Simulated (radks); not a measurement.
Q: Coherent X-ray form factor from a spherical all-electron density. All-electron calculation, scalar-relativistic Kohn-Sham, PBE, spin-polarised, spherical densities, point nucleus. Program: a radial shooting solver on a logarithmic mesh with Libxc functionals.

sin(theta)/lambda (1/angstrom),f0 (electrons)
0.05,16.934
0.1,16.738
0.15,16.420
0.2,15.993
0.25,15.472
0.3,14.878
0.4,13.547
0.5,12.157
0.6,10.837
0.8,8.696
1,7.285
1.25,6.196
1.5,5.400
2,3.963

The species is in the configuration that NIST lists as its ground one. Which atom or ion scatters so?

A: The copper ion Cu12+, [Ne] 3s2 3p5. Extrapolating in s^2 from the first two rows gives f0(0) = 17.0, near the electron count 17; among species with that count, the fall with angle is slower the higher Z, and the table is that of Z = 29; from so few rows the species is fixed only to a neighbour or two.
